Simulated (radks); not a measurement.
Results of a calculation; reference values are marked as such.
Ionisation of I3+, [Kr] 4d10 5s2 5p2, to I4+, [Kr] 4d10 5s2 5p1, under several functionals. Scalar-relativistic Kohn-Sham, spin-unpolarised, spherical densities, finite nucleus; a radial shooting solver on a logarithmic mesh with Libxc functionals. Known Delta-SCF values: LDA (Slater exchange, Perdew-Zunger correlation) 39.802 eV; exchange-only B88 38.479 eV. What does XLYP give, and what is its highest occupied eigenvalue?

Answer. 39.421 eV by Delta-SCF; the 5p eigenvalue is -34.240 eV. NIST: 40.36 eV (measured).

Beside tabulated values, note that spin-unpolarised runs miss the spin-polarisation part of the exchange energy of open shells.
